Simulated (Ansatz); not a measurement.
lithium hydride (HLi), singlet, at a GFN2-xTB geometry (such geometries of metal compounds can be far from the true shape), with bond 2-1 at 1.5 times its length; Ansatz (a quantum-chemistry and plane-wave program) with B3LYP/pcseg-1.

Input for Ansatz:
Ansatz 0.2 input:
```yaml
crystal:
  periodic: [false, false, false]
  atoms:
    - {symbol: Li, position_ang: [-0.00000000, -0.00000000, -0.34356182]}
    - {symbol: H, position_ang: [0.00000000, 0.00000000, 1.71780909]}
basis:
  gaussian:
    orbitals: pcseg-1.json
hamiltonian:
  xc: b3lyp
```
The basis file holds pcseg-1 in the JSON format of the Basis Set Exchange.

Output, abridged:

```
Functional definition: B3LYP
180 factors; integrals over basis functions are off by at most 5.1e-4 eV
mean field evaluation 1: about -218.3826 eV, gradient 1.3e1 eV
mean field evaluation 2: about -217.8295 eV, gradient 1.3e1 eV
mean field evaluation 4: about -219.5229 eV, gradient 1.3e-1 eV
mean field evaluation 8: about -219.5208 eV, gradient 2.0e-3 eV
mean field -219.52076945 eV, -8.0672394809 hartree, gradient 3.9e-5 eV, S^2 0.000000; 0 other end points of the search recorded, 0 dependent functions left out
reference -219.52098208 eV, -8.0672472947 hartree; 2, 2 occupied and 12, 12 virtual orbitals, 180 factors
Total energy: -219.52098208 eV, -8.0672472947 hartree
```
